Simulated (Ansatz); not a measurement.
`CC(F)(F)[SiH3]` + H₂ → `CC(F)[SiH3]` + H–F at 700 K and 1 bar (hydrogenolysis of a C–F bond).

Isolated molecules relaxed with PBE0-D4/def2-TZVP in Ansatz; ΔE leaves out vibrations. CCSD(T)/CBS adds triple-zeta CCSD(T) − MP2 to the extrapolated MP2 energy (def2 sets, frozen cores). This one scheme is used for every species.

```tsv
species	CCSD(T)/CBS energy (Eh)	H − E (kJ/mol)	S (J/(mol·K))
`CC(F)(F)[SiH3]`	-568.36544	274.1	455.8
H₂	-1.17544	46.8	155.3
`CC(F)[SiH3]`	-469.17172	288.8	429.0
H–F	-100.39570	45.2	198.5
```

H − E and S are ideal-gas, rigid-rotor, harmonic terms from PBE0-D4/def2-TZVP, for one conformer and one mirror image of each species. For small species the MP2-based limit differs from directly extrapolated CCSD(T) by up to some mEh (0.8 for H₂); such offsets cancel only in part. 1 Eh = 2625.50 kJ/mol, R = 8.31446 J/(mol·K).

Problem. By hand: ΔE, ΔH, ΔS and ΔG.

Solution. ΔE = (-469.17172) + (-100.39570) − (-568.36544) − (-1.17544) = -0.02654 Eh = -69.7 kJ/mol. Δ(H − E) = 288.8 + 45.2 − 274.1 − 46.8 = 13.1, so ΔH = -56.6 kJ/mol. ΔS = 429.0 + 198.5 − 455.8 − 155.3 = 16.4 J/(mol·K). ΔG = -56.6 − 700 × (16.4)/1000 = -68.1 kJ/mol.

Problem. By hand: the equilibrium constant, and the temperature at which ΔG would vanish if ΔH and ΔS stayed fixed.

Solution. log₁₀ K = −ΔG/(RT ln 10) = 5.1. ΔH and −TΔS have one sign here, so there is no such temperature.

ΔH outweighs TΔS. A doubt of 5 kJ/mol in ΔE shifts log₁₀ K by 0.4 here. Other conformers and mirror images would add mixing entropy, several J/(mol·K) or more a flexible species. These are equilibria of isolated gas molecules and say nothing of rates. Largest T1 diagnostic: 0.012 (customary marks: 0.02 for closed shells, 0.045 for open ones).
